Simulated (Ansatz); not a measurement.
`C[B](C)[GeH3]` + CH₃NH₂ → `CNB(C)C` + GeH₄  (cleavage of the B–Ge bond)

Computed with Ansatz on PBE0-D4/def2-TZVP structures; ΔE is electronic, products minus reactants. CCSD(T)/CBS adds triple-zeta CCSD(T) − MP2 to the extrapolated MP2 energy (def2 sets, frozen cores). Functionals use def2-TZVPP. HSE06 is defined as in plane-wave codes. For Ge outer-core shells are correlated without core-valence functions, which leaves a few kJ/mol of doubt a bond. Scalar relativity is left out up to krypton. One conformer a species, not always the lowest.

```tsv
level	ΔE (kJ/mol)	difference from CCSD(T)/CBS
PBE-D4	-143.2	1.5
BLYP-D4	-148.4	-3.7
r2SCAN-D4	-147.3	-2.6
HSE06-D4	-144.7	0.0
B2PLYP	-151.1	-6.4
PBE	-142.3	2.4
r2SCAN0	-148.0	-3.3
CAM-B3LYP	-155.5	-10.8
CCSD(T)/def2-SVP	-172.8	-28.1
HF/CBS(def2)	-151.5	-6.8
CCSD(T)/CBS	-144.7	0
```

Largest T1 diagnostic among the species: 0.012.

From BLYP to BHLYP (50 % exact exchange), in def2-TZVPP and without D4, ΔE moves by −6.8 kJ/mol. Leaving LDA and LC-ωPBE aside and taking each functional with its dispersion term where it has one, the values, not all of them listed here, spread over 13.0 kJ/mol, from CAM-B3LYP-D4 to revPBE-D4. LDA lies −16.6 kJ/mol from PBE without D4. At CCSD(T), def2-SVP lies −28.1 kJ/mol from the extrapolated value and def2-TZVPP −4.3 kJ/mol.
